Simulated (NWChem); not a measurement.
**Correlation energy of bifluoride (HF$_{2}$ (-1))**

SMILES: F.[F-]
```xyz
3

F      0.0000     0.0000     1.1624
H      0.0000     0.0000     0.0000
F      0.0000     0.0000    -1.1624
```
Charge -1, spin multiplicity 1.

All runs are NWChem calculations. All single points use one geometry, from PBE/def2-SVP, a minimum by its harmonic frequencies.

Basis set: aug-cc-pVDZ. Each correlation energy counts from its own Hartree-Fock reference.

The correlated methods keep 2 core orbitals frozen. The anion's geometry comes from a basis without diffuse functions. Coupled-cluster values serve here as a point of comparison, not as the truth.

| method | correlation energy (mHa) |
|---|---|
| MP2 | -465.7 |
| SCS-MP2 | -447.2 |
| CCSD | -465.6 |
| CCSD+T(CCSD) | … |
| CCSD(T) | … |
| CR-CCSD[T] | … |
| CR-CCSD(T) | … |

### Question
Complete the blanks.

### Answer

- CCSD+T(CCSD), correlation energy (mHa): -478.6
- CCSD(T), correlation energy (mHa): -476.6
- CR-CCSD[T], correlation energy (mHa): -476.2
- CR-CCSD(T), correlation energy (mHa): -474.7
